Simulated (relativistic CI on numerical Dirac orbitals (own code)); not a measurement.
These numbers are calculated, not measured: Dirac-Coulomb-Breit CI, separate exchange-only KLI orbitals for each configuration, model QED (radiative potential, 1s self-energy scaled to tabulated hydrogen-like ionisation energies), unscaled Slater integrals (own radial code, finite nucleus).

The strongest absorption lines from the ground level of an ion, among the configurations computed and to levels below about 312 eV (vacuum wavelength in Å, gf): 55.098 (0.053), 55.344 (0.033), 75.266 (0.12), 76.152 (0.081), 347.26 (1), 397.68 (0.45).

Task: Which ion is it?
A. Rh XVII
B. Nb XIII
C. Tc XV
D. Y XI

Result: C. Tc XV has 29 electrons and the ground level 3d10.4s 2S_1/2; the strongest line goes to 3d10.4p 2P°_3/2. The pattern of lines fixes the number of electrons, and along that sequence the line energies rise steadily with the charge (about as its square where n changes within one kind of shell, about linearly where n is kept but much faster in heavy ions where fine structure, which grows about as Z⁴, sets the gap, and irregularly where shells cross), which fixes Z. Configurations outside the model, such as inner-shell arrays, can give stronger lines. At this charge energies of transitions that change n are usually good to better than 1 %, and those within a shell (Δn = 0) to a few per cent.

LS names give the leading component of a level, which can be under half, so a name can repeat, a term be missing and a line seem to break the LS rules.
